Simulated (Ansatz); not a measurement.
Process, species as SMILES: CO[Si](N)(N)OC + 2 O (H2O) + 3 [SiH4] (SiH4) → 2 CO (CH4O) + 2 N[SiH3] + 2 O[SiH3] [hydroxysilane]
Geometries: B3LYP-D3(BJ)/def2-TZVP minima from Ansatz (a quantum-chemistry and plane-wave program), one conformer each, not searched for the lowest.

Wanted: bond separation energy (electronic energy difference), in kJ/mol. Valence correlation only, unless marked. Spin-orbit coupling is left out. No relativistic terms. CBS marks a two-point X^-3 extrapolation of the correlation energy; Hartree-Fock from the larger set. The bracket is a focal-point correction in the basis named.

```
level                           program  bond separation energy (kJ/mol)
-----------------------  --------------  -------------------------------
SVWN5/def2-TZVPD                 Ansatz                            116.0
B97M-V/def2-TZVPD                Ansatz                            105.9
B3LYP-D4/def2-TZVPD      Ansatz + dftd4                            105.6
SCS-MP2/STO-3G                   Ansatz                             96.4
SCS-MP2/aug-cc-pV(D+d)Z          Ansatz                            106.6
SCS-MP2/cc-pV(D+d)Z              Ansatz                             92.4
```

### Question
Predict the RI-MP2/CBS(cc-pV(T+d)Z,cc-pV(Q+d)Z)+[CCSD(T)-MP2]/cc-pV(D+d)Z result (Ansatz).

### Answer
100.5 kJ/mol
